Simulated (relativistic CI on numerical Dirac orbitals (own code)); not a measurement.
# Ligand-field terms of d8

Computed with a parametric ligand-field model of a d^n configuration (Racah B and C, spin-orbit zeta, crystal field), exact diagonalisation.

Field parameters in Wybourne normalisation: Oh B⁴₀ = 21Dq, B⁴₄ = √(5/14) B⁴₀. The field is a parameter set, without covalency.

(1) Lowest levels for B = 900, C = 3590, ζ = 220 cm⁻¹, Oh, 10Dq = 9500 cm⁻¹?

(2) Lowest levels for B = 600, C = 2220, ζ = 350 cm⁻¹, Oh, 10Dq = 31750 cm⁻¹?

(3) Lowest levels for B = 320, C = 1490, ζ = 580 cm⁻¹, Oh, 10Dq = 36500 cm⁻¹?

(4) Lowest levels for B = 340, C = 1360, ζ = 1300 cm⁻¹, Oh, 10Dq = 28900 cm⁻¹?

(5) Lowest levels for B = 490, C = 2090, ζ = 2700 cm⁻¹, Oh, 10Dq = 39400 cm⁻¹?

Answers

(1) T2 0 (S 1.00), E 9423 (S 1.00), T1 9449 (S 1.00), T2 9567 (S 1.00), A2 9622 (S 1.00), E 13888 (S 0.05), A1 15303 (S 1.00), T1 15445 (S 1.00), T2 15698 (S 1.00) cm⁻¹, with S from ⟨S²⟩ = S(S + 1). The ground level has 2.00 electrons in the cubic e pair.

(2) T2 0 (S 1.00), E 9169 (S 0.00), A1 17444 (S 0.00), E 31658 (S 1.00), T1 31661 (S 1.00), T2 31841 (S 1.00), A2 31936 (S 1.00), T2 38432 (S 1.00), E 38455 (S 1.00) cm⁻¹, with S from ⟨S²⟩ = S(S + 1). The ground level has 2.00 electrons in the cubic e pair.

(3) T2 0 (S 1.00), E 5518 (S 0.00), A1 10715 (S 0.00), E 36315 (S 1.00), T1 36335 (S 1.00), T2 36637 (S 1.00), A2 36816 (S 1.00), T2 40112 (S 0.98), E 40204 (S 1.00) cm⁻¹, with S from ⟨S²⟩ = S(S + 1). The ground level has 2.00 electrons in the cubic e pair.

(4) T2 0 (S 1.00), E 5381 (S 0.01), A1 10436 (S 0.02), E 28407 (S 1.00), T1 28489 (S 0.99), T2 29181 (S 0.99), A2 29712 (S 1.00), T2 32635 (S 0.93), E 33047 (S 0.99) cm⁻¹, with S from ⟨S²⟩ = S(S + 1). The ground level has 2.01 electrons in the cubic e pair.

(5) T2 0 (S 1.00), E 7944 (S 0.03), A1 15410 (S 0.04), E 38263 (S 1.00), T1 38480 (S 0.98), T2 39892 (S 0.97), A2 41254 (S 1.00), T2 44927 (S 0.92), E 45928 (S 0.99) cm⁻¹, with S from ⟨S²⟩ = S(S + 1). The ground level has 2.01 electrons in the cubic e pair.
